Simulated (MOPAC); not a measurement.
Job for MOPAC: PM3 on FH3SiSn (SMILES [F][Sn][SiH3]), a point of a torsion scan.

```
PM3 1SCF PRECISE CHARGE=0 THREADS=1
FH3SiSn

F      2.65507464 1     0.73321788 1    -0.17842347 1
Sn     1.76837480 1    -1.07619836 1     0.24640880 1
Si    -0.65530660 1    -0.08023468 1     0.02024135 1
H     -0.75411196 1     1.35248949 1    -0.31401916 1
H     -1.50404993 1    -0.20309541 1     1.23354581 1
H     -1.51010707 1    -0.72675264 1    -1.00874206 1
```

Program output:

```
*******************************************************************************
 **                                                                           **
 **                              MOPAC v23.2.5                                **
 **                                                                           **
 *******************************************************************************
 ** MOPAC's Digital Object Identifier: https://doi.org/10.5281/zenodo.6511958 **
 **                                                                           **
 ** Please cite the open-source release paper for use of this MOPAC version:  **
 ** J. E. Moussa and J. J. P. Stewart (2026)                                  **
 ** MOPAC: An open-source semiempirical molecular orbital program             **
 ** J. Open Source Softw., 11(119), 8025, https://doi.org/10.21105/joss.08025 **
 *******************************************************************************

                              PM3 CALCULATION RESULTS

 *******************************************************************************
 *  PM3        - The PM3 Hamiltonian to be used
 *
 *
 *
 *                 CHARGE ON SYSTEM = 0
 *
 *
 *
 *  PRECISE    - TIGHTER CRITERIA TO BE USED
 *  1SCF       - DO 1 SCF AND THEN STOP
 *  THREADS=1  - MULTI-THREADING NOT USED
 *  T=         - A TIME OF 172800.0 SECONDS REQUESTED
 *  DUMP=N     - RESTART FILE WRITTEN EVERY 7200.0 SECONDS REQUESTED
 *******************************************************************************
PM3 1SCF PRECISE CHARGE=0 THREADS=1
 FH3SiSn

   ATOM   CHEMICAL          X               Y               Z
  NUMBER   SYMBOL      (ANGSTROMS)     (ANGSTROMS)     (ANGSTROMS)

     1       F          2.65507464  *   0.73321788  *  -0.17842347  *
     2      Sn          1.76837480  *  -1.07619836  *   0.24640880  *
     3      Si         -0.65530660  *  -0.08023468  *   0.02024135  *
     4       H         -0.75411196  *   1.35248949  *  -0.31401916  *
     5       H         -1.50404993  *  -0.20309541  *   1.23354581  *
     6       H         -1.51010707  *  -0.72675264  *  -1.00874206  *



          CARTESIAN COORDINATES

    NO.       ATOM           X           Y           Z

     1         F          2.6551      0.7332     -0.1784
     2        Sn          1.7684     -1.0762      0.2464
     3        Si         -0.6553     -0.0802      0.0202
     4         H         -0.7541      1.3525     -0.3140
     5         H         -1.5040     -0.2031      1.2335
     6         H         -1.5101     -0.7268     -1.0087

  H: (PM3): J. J. P. STEWART, J. COMP. CHEM. 10, 209 (1989).
  F: (PM3): J. J. P. STEWART, J. COMP. CHEM. 10, 209 (1989).
 Si: (PM3): J. J. P. STEWART, J. COMP. CHEM. 10, 209 (1989).
 Sn: (PM3): J. J. P. STEWART, J. COMP. CHEM. 12, 320-341 (1991).

           Empirical Formula: H3 F Sn Si  =     6 atoms



      MOLECULAR POINT GROUP   :   Cs


      RHF CALCULATION, NO. OF DOUBLY OCCUPIED LEVELS = 9


 -------------------------------------------------------------------------------
 PM3 1SCF PRECISE CHARGE=0 THREADS=1
 FH3SiSn



     1SCF WAS SPECIFIED, SO BFGS WAS NOT USED
     SCF FIELD WAS ACHIEVED


                              PM3 CALCULATION
                                                       MOPAC v23.2.5 Linux




          FINAL HEAT OF FORMATION =        -22.42075 KCAL/MOL =     -93.80842 KJ/MOL


          COSMO AREA              =        130.30 SQUARE ANGSTROMS
          COSMO VOLUME            =        125.60 CUBIC ANGSTROMS

          IONIZATION POTENTIAL    =          9.205656 EV
          HOMO LUMO ENERGIES (EV) =         -9.206 -2.302
          NO. OF FILLED LEVELS    =          9
          MOLECULAR WEIGHT        =        168.7976         POINT GROUP:  Cs

          MOLECULAR DIMENSIONS (Angstroms)

            Atom       Atom       Distance
            H     6    F     1     4.49107
           Sn     2    H     4     3.13710
            F     1    H     5     2.20379


          SCF CALCULATIONS        =          1





   ATOM   CHEMICAL          X               Y               Z
  NUMBER   SYMBOL      (ANGSTROMS)     (ANGSTROMS)     (ANGSTROMS)

     1       F          2.65507464  *   0.73321788  *  -0.17842347  *
     2      Sn          1.76837480  *  -1.07619836  *   0.24640880  *
     3      Si         -0.65530660  *  -0.08023468  *   0.02024135  *
     4       H         -0.75411196  *   1.35248949  *  -0.31401916  *
     5       H         -1.50404993  *  -0.20309541  *   1.23354581  *
     6       H         -1.51010707  *  -0.72675264  *  -1.00874206  *

                             CARTESIAN COORDINATES

   1    F        2.655074640     0.733217880    -0.178423470
   2   Sn        1.768374800    -1.076198360     0.246408800
   3   Si       -0.655306600    -0.080234680     0.020241350
   4    H       -0.754111960     1.352489490    -0.314019160
   5    H       -1.504049930    -0.203095410     1.233545810
   6    H       -1.510107070    -0.726752640    -1.008742060


           Empirical Formula: H3 F Sn Si  =     6 atoms



      MOLECULAR POINT GROUP   :   Cs


                  EIGENVALUES
 -18.99035 -16.43179 -15.47004 -14.71486 -14.54987 -11.98248 -11.73847 -11.38380
  -9.20566  -2.30158  -1.46792   0.37980   1.63763   1.79676   1.99538


              NET ATOMIC CHARGES AND DIPOLE CONTRIBUTIONS

  ATOM NO.   TYPE          CHARGE      No. of ELECS.   s-Pop       p-Pop
    1          F          -0.436035        7.4360     1.73292     5.70311
    2         Sn           0.795019        3.2050     1.87113     1.33385
    3         Si           0.015980        3.9840     1.10628     2.87774
    4          H          -0.123180        1.1232     1.12318
    5          H          -0.125892        1.1259     1.12589
    6          H          -0.125892        1.1259     1.12589
 DIPOLE           X         Y         Z       TOTAL
 POINT-CHG.     3.411    -5.889     1.366     6.941
 HYBRID        -2.642     2.945    -0.681     4.015
 SUM            0.768    -2.944     0.685     3.119


          ATOMIC ORBITAL ELECTRON POPULATIONS

     Atom    s        px        py        pz
    1  F   1.73292   1.93974   1.84012   1.92325
    2 Sn   1.87113   0.61038   0.59726   0.12621
    3 Si   1.10628   1.06899   0.92149   0.88725
    4  H   1.12318
    5  H   1.12589
    6  H   1.12589

 **********************
 *                    *
 * JOB ENDED NORMALLY *
 *                    *
 **********************




 == MOPAC DONE ==
```

The run finished.

Cost: roughly 0.020 core-seconds.
